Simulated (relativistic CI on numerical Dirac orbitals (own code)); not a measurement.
Slater and spin-orbit integrals, Sm56+

Computed by Dirac-Coulomb-Breit CI, KLI orbitals optimised for each configuration, QED by a radiative potential, unscaled Slater integrals (own radial code, finite nucleus).

Slater integrals F^k, G^k are unscaled and averaged over j, outside the closed core 1s2; ζ comes from projecting the Hamiltonian with its Breit term on Σ l·s of the shell.

- 2s2 2p2: F^2(2p,2p) = 1.1692e+06, ζ(2p) = 3.5075e+06 cm⁻¹; <r>(2p) = 0.0809, <r^2>(2p) = 0.007948 (bohr units).
- 2s 2p3: F^2(2p,2p) = 1.1681e+06, G^1(2s,2p) = 1.2437e+06, ζ(2p) = 3.4961e+06 cm⁻¹; <r>(2s) = 0.09268, <r^2>(2s) = 0.01015, <r>(2p) = 0.08098, <r^2>(2p) = 0.007964 (bohr units).
- 2p4: F^2(2p,2p) = 1.1662e+06, ζ(2p) = 3.485e+06 cm⁻¹; <r>(2p) = 0.0811, <r^2>(2p) = 0.007988 (bohr units).

Averages of the first 10 configurations, taken without configuration mixing, which lowers the lowest level and can move excited configurations by several eV; other configurations of the list can lie among them:

```tsv
Configuration	Parity	States	Average energy above the lowest level (eV)
2s2 2p2	even	15	860.6
2s 2p3	odd	40	1530.7
2p4	even	15	2251.8
2p3 3s	odd	40	8676.4
2p3 3p	even	120	8871.9
2p3 3d	odd	200	9032.4
2s2 2p 3s	odd	12	7349.5
2s2 2p 3p	even	36	7553.8
2s2 2p 3d	odd	60	7714.4
2s 2p2 3s	even	60	7987.3
```
